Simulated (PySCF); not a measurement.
A structure optimised at PBE-D3(BJ)/def2-SVP, used in a PySCF frequency run:

```xyz
14

Si     0.0232     2.3352     0.0000
C      0.1419     0.4740     0.0000
C      1.3211    -0.2259     0.0000
C      1.2606    -1.7065     0.0000
C      0.0218    -2.2738     0.0000
Si    -1.2103    -0.8501     0.0000
H     -0.7241     2.8288     1.2123
H     -0.7241     2.8288    -1.2123
H      1.4043     2.9373     0.0000
H      2.3106     0.2682     0.0000
H      2.1987    -2.2891     0.0000
H     -0.1333    -3.3623     0.0000
H     -2.0923    -0.8049    -1.2198
H     -2.0923    -0.8049     1.2198
```

Q: Write its SMILES, formula and point group.

A: [SiH3]C1=CC=C[SiH2]1, C₄H₈Si₂, Cs

Q: What are its rotational constants (standard atomic weights)?

A: 4.6131, 1.5662, 1.2024 GHz
